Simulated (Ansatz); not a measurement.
Total energies of Cl₂H₃InOSi, SMILES `[SiH3][O][In]([Cl])[Cl]`.

```xyz
8

Si   -0.129    1.495   -0.288
O     0.116   -0.065   -0.726
In    0.182   -1.798    0.165
Cl   -0.144   -1.926    2.434
Cl    0.590   -3.652   -1.112
H    -0.280    1.621    1.189
H    -1.364    2.007   -0.939
H     1.030    2.317   -0.724
```

The species carries charge 0 and has multiplicity 1. Correlated methods include outer-core shells of In, which these sets cover unevenly. In: def2 effective core potential. Geometry: relaxed with PBE0-D4/def2-TZVP. It is one conformer, not always the lowest. Basis def2-TZVPP, Ansatz.

RPA on PBE orbitals: Hartree–Fock energy of these orbitals -1473.91758 Eh, correlation -1.59866 Eh (frozen core).

```
 functional  energy without D4 (Eh)  D4 term (kJ/mol)
LDA (SPW92)             -1472.27232                 –
        PBE             -1476.66974             -21.5
     revPBE             -1477.06915             -49.7
       PBE0             -1476.77413             -18.8
    r2SCANh             -1477.20922              -5.8
      BHLYP             -1477.17247             -32.8
    LC-ωPBE             -1476.92655                 –
    ωB97M-V             -1477.14291                 –
     B2PLYP             -1476.64472                 –
   PBE-QIDH             -1476.31499                 –
```

Question: Give the same for BLYP, r2SCAN, B97M-V, B3LYP, r2SCAN0, HSE06 (plane-wave form), CAM-B3LYP, ωB97X-V. (Estimate.)

Answer: Ansatz gave: 
```json
{"functional": "BLYP", "energy without D4 (Eh)": "-1477.21312", "D4 term (kJ/mol)": "-44.3"}
{"functional": "r2SCAN", "energy without D4 (Eh)": "-1477.23223", "D4 term (kJ/mol)": "-5.3"}
{"functional": "B97M-V", "energy without D4 (Eh)": "-1476.95277", "D4 term (kJ/mol)": "–"}
{"functional": "B3LYP", "energy without D4 (Eh)": "-1477.40114", "D4 term (kJ/mol)": "-34.9"}
{"functional": "r2SCAN0", "energy without D4 (Eh)": "-1477.17644", "D4 term (kJ/mol)": "-6.5"}
{"functional": "HSE06 (plane-wave form)", "energy without D4 (Eh)": "-1476.74752", "D4 term (kJ/mol)": "-17.9"}
{"functional": "CAM-B3LYP", "energy without D4 (Eh)": "-1477.27400", "D4 term (kJ/mol)": "-19.8"}
{"functional": "ωB97X-V", "energy without D4 (Eh)": "-1477.05707", "D4 term (kJ/mol)": "–"}
```

B3LYP takes the VWN-RPA correlation (the form of Gaussian; ORCA's B3LYP/G). HSE06 is the plane-wave form, built on full-range PBE exchange. The double hybrids freeze the cores in their second-order part.

LC-ωPBE has ω = 0.4 bohr⁻¹.
